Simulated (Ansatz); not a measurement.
One change: `CC(C)OB(N)F` becomes `CC(C)[O][Al]([F])[Cl]`.

Ansatz, PBE0-D4/def2-TZVP geometries, multiplicity 1. Each molecule was computed in one conformer, which needn't be the lowest.

| property | `CC(C)OB(N)F` |
| --- | --- |
| size of the dipole moment (B3LYP/def2-TZVPP) / D | 0.77 |
| HOMO–LUMO gap (PBE0/def2-TZVPP) / eV | 8.53 |
| HOMO–LUMO gap (ωB97M-V/def2-TZVPP) / eV | 12.17 |
| HOMO–LUMO gap (PBE/def2-TZVPP) / eV | 6.26 |
| HOMO–LUMO gap (B3LYP/def2-TZVPP) / eV | 7.94 |
| LUMO energy (ωB97M-V/def2-TZVPP) / eV | 2.20 |

Q: Give the same properties after the change, and the shifts. (An estimate is asked.)

A: Computed: 
```json
{"property": "size of the dipole moment (B3LYP/def2-TZVPP) / D", "`CC(C)[O][Al]([F])[Cl]`": "2.22", "shift": "1.45"}
{"property": "HOMO–LUMO gap (PBE0/def2-TZVPP) / eV", "`CC(C)[O][Al]([F])[Cl]`": "7.81", "shift": "-0.72"}
{"property": "HOMO–LUMO gap (ωB97M-V/def2-TZVPP) / eV", "`CC(C)[O][Al]([F])[Cl]`": "11.84", "shift": "-0.33"}
{"property": "HOMO–LUMO gap (PBE/def2-TZVPP) / eV", "`CC(C)[O][Al]([F])[Cl]`": "5.43", "shift": "-0.83"}
{"property": "HOMO–LUMO gap (B3LYP/def2-TZVPP) / eV", "`CC(C)[O][Al]([F])[Cl]`": "7.27", "shift": "-0.67"}
{"property": "LUMO energy (ωB97M-V/def2-TZVPP) / eV", "`CC(C)[O][Al]([F])[Cl]`": "0.89", "shift": "-1.31"}
```

With PBE0 the HOMO falls by 0.96 eV and the LUMO falls by 1.70 eV, so the gap narrows by about 0.74 eV. PBE moves the HOMO by -0.94 eV and ωB97M-V by -0.97 eV. Dipoles are sizes alone; their direction can turn.

B3LYP here is the variant with VWN-RPA as its local correlation; programs differ in this.
